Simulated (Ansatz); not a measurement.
Process, species as SMILES: Cl[Si]Cl (closed-shell singlet) → 2 Cl atom + Si atom
B3LYP-D3(BJ)/def2-TZVP geometries, fixed; electronic energies without zero-point terms.
Largest species:
```xyz
3

Si    -0.0165     0.0173     0.9364
Cl     1.0611     1.2272    -0.3899
Cl    -1.0475    -1.2415    -0.3813
```
Charge 0, spin multiplicity 1.

Effect of a fitting basis named in the input at PBE0/def2-TZVPP with Ansatz (a quantum-chemistry and plane-wave program), against the last row, where the atomisation energy is 205.70 kcal/mol. Open shells are unrestricted. The default fits or decomposes integrals by the program's own choice; accuracy: high also tightens integrals, grids and stops.

| setting | largest shift of a total energy (mEh) | shift of the atomisation energy (kcal/mol) |
|---|---|---|
| fitting: def2-SV(P)-JKFIT | -0.020 | -0.023 |
| fitting: def2-universal-JKFIT | -0.020 | -0.023 |
| fitting: cc-pVTZ-JKFIT | 0.023 | -0.023 |
| fitting: cc-pVQZ-JKFIT | 0.006 | -0.013 |
| fitting: cc-pV5Z-JKFIT | -0.005 | -0.010 |
| accuracy: high | -0.011 | 0.000 |
| accuracy: medium (default) | 0.000 | 0.000 |

Within 0.02 kcal/mol in the atomisation energy: fitting: cc-pVQZ-JKFIT; fitting: cc-pV5Z-JKFIT; accuracy: high. The largest shift is 0.023 mEh in a total energy and 0.023 kcal/mol in the difference.
